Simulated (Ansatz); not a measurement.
Start from `N=[CH][Ga]([F])[F]` and change one atom or group to get `[F][Ga]([F])[SiH3]`.

Ansatz, PBE0-D4/def2-TZVP geometries, multiplicity 1. Each molecule was computed in one conformer, which needn't be the lowest.

Scalar relativity is left out up to krypton.

```json
{"property": "HOMO energy (B3LYP/def2-TZVPP) / eV", "`N=[CH][Ga]([F])[F]`": "-7.76"}
{"property": "size of the dipole moment (ωB97M-V/def2-TZVPP) / D", "`N=[CH][Ga]([F])[F]`": "1.44"}
{"property": "size of the dipole moment (B3LYP/def2-TZVPP) / D", "`N=[CH][Ga]([F])[F]`": "1.60"}
{"property": "HOMO–LUMO gap (B3LYP/def2-TZVPP) / eV", "`N=[CH][Ga]([F])[F]`": "5.13"}
{"property": "LUMO energy (PBE/def2-TZVPP) / eV", "`N=[CH][Ga]([F])[F]`": "-3.31"}
{"property": "HOMO–LUMO gap (ωB97M-V/def2-TZVPP) / eV", "`N=[CH][Ga]([F])[F]`": "9.88"}
```

Give the same properties after the change, and the shifts. (An estimate is asked.)

The calculation gave: 
```json
{"property": "HOMO energy (B3LYP/def2-TZVPP) / eV", "`[F][Ga]([F])[SiH3]`": "-8.88", "shift": "-1.12"}
{"property": "size of the dipole moment (ωB97M-V/def2-TZVPP) / D", "`[F][Ga]([F])[SiH3]`": "3.59", "shift": "2.15"}
{"property": "size of the dipole moment (B3LYP/def2-TZVPP) / D", "`[F][Ga]([F])[SiH3]`": "3.64", "shift": "2.04"}
{"property": "HOMO–LUMO gap (B3LYP/def2-TZVPP) / eV", "`[F][Ga]([F])[SiH3]`": "6.87", "shift": "1.74"}
{"property": "LUMO energy (PBE/def2-TZVPP) / eV", "`[F][Ga]([F])[SiH3]`": "-2.51", "shift": "0.80"}
{"property": "HOMO–LUMO gap (ωB97M-V/def2-TZVPP) / eV", "`[F][Ga]([F])[SiH3]`": "11.18", "shift": "1.30"}
```

With PBE0 the HOMO falls by 1.14 eV and the LUMO rises by 0.59 eV, so the gap widens by about 1.73 eV. PBE moves the HOMO by -1.21 eV and ωB97M-V by -0.98 eV. Dipoles are sizes alone; their direction can turn.

Positive LUMOs are unbound, so they and the gaps depend on the basis.

B3LYP here is the variant with VWN-RPA as its local correlation; programs differ in this.
